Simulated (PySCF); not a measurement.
Gas-phase reaction: GeH3 + 3 Cl2 → GeCl3 + 3 HCl

Method: PySCF energies plus ideal-gas RRHO corrections (1 bar). † marks an energy on the PBE0/def2-TZVP geometry and frequencies; other levels use their own. Open shells (unrestricted): GeH3 (multiplicity 2), GeCl3 (multiplicity 2); the rest are closed-shell singlets. Ge: all electrons, no relativistic terms. GeH3, GeCl3: computed as isolated molecules; such fragments, hydroxides, amides, oligomers or adducts are transient or little studied in the gas.

```tsv
level	ΔH°(298 K), kJ
HF/def2-TZVP†	-771
PBE/def2-TZVP†	-704
PBE0/def2-QZVP†	(withheld)
PBE0/def2-TZVP	(withheld)
LDA/def2-TZVP†	-714
ωB97M-V/def2-TZVP†	(withheld)
```

### Question
Fill in the missing entries.

### Answer

- PBE0/def2-QZVP†, ΔH°(298 K), kJ: -730
- PBE0/def2-TZVP, ΔH°(298 K), kJ: -730
- ωB97M-V/def2-TZVP†, ΔH°(298 K), kJ: -734
